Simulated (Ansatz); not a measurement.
`[CH3][GeH]([NH2])[F]` and `[BH2][GeH]([CH3])[NH2]` differ in one atom or group.

Ansatz, PBE0-D4/def2-TZVP geometries, multiplicity 1. Each molecule was computed in one conformer, which needn't be the lowest.

Scalar relativity is left out up to krypton.

```csv
property,`[CH3][GeH]([NH2])[F]`
HOMO–LUMO gap (PBE0/def2-TZVPP) / eV,8.61
size of the dipole moment (B3LYP/def2-TZVPP) / D,1.78
HOMO energy (ωB97M-V/def2-TZVPP) / eV,-10.27
HOMO energy (B3LYP/def2-TZVPP) / eV,-7.58
HOMO–LUMO gap (PBE/def2-TZVPP) / eV,6.24
LUMO energy (PBE0/def2-TZVPP) / eV,0.76
```

(1) What does the change do to each property? (Estimate.)

Results:

(1) Ansatz gave: 
```csv
property,`[BH2][GeH]([CH3])[NH2]`,shift
HOMO–LUMO gap (PBE0/def2-TZVPP) / eV,4.66,-3.95
size of the dipole moment (B3LYP/def2-TZVPP) / D,1.38,-0.40
HOMO energy (ωB97M-V/def2-TZVPP) / eV,-9.24,1.03
HOMO energy (B3LYP/def2-TZVPP) / eV,-6.68,0.90
HOMO–LUMO gap (PBE/def2-TZVPP) / eV,2.27,-3.97
LUMO energy (PBE0/def2-TZVPP) / eV,-2.27,-3.03
```

With PBE0 the HOMO rises by 0.92 eV and the LUMO falls by 3.03 eV, so the gap narrows by about 3.95 eV. PBE moves the HOMO by 0.80 eV and ωB97M-V by 1.03 eV. The zero-point energy changes by 44.8 kJ/mol with +6 modes. Dipoles are sizes alone; their direction can turn.

B3LYP here is the variant with VWN-RPA as its local correlation; programs differ in this.
